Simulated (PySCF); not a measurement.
Cs2F2, optimised at GFN2-xTB:

```xyz
4

Cs    -0.4080    -1.8865     0.0095
F     -1.5256     0.2771    -0.6682
Cs     0.3875     1.9150    -0.4509
F      1.5051    -0.2487     0.2268
```

Computed with PySCF (xtb for GFN2) and rigid-rotor harmonic-oscillator thermochemistry at 1 bar. All species are closed-shell singlets. Cs: scalar-relativistic def2 core potential, no spin-orbit coupling.

List the harmonic frequencies (cm⁻¹, unscaled) at this level and at the other levels, each on its own geometry.


- GFN2-xTB: 42, 59, 70, 93, 105, 149
- PBE/def2-SVP: 79, 90, 225, 227, 250, 280
- PBE0/def2-TZVP: 80, 87, 211, 221, 241, 276
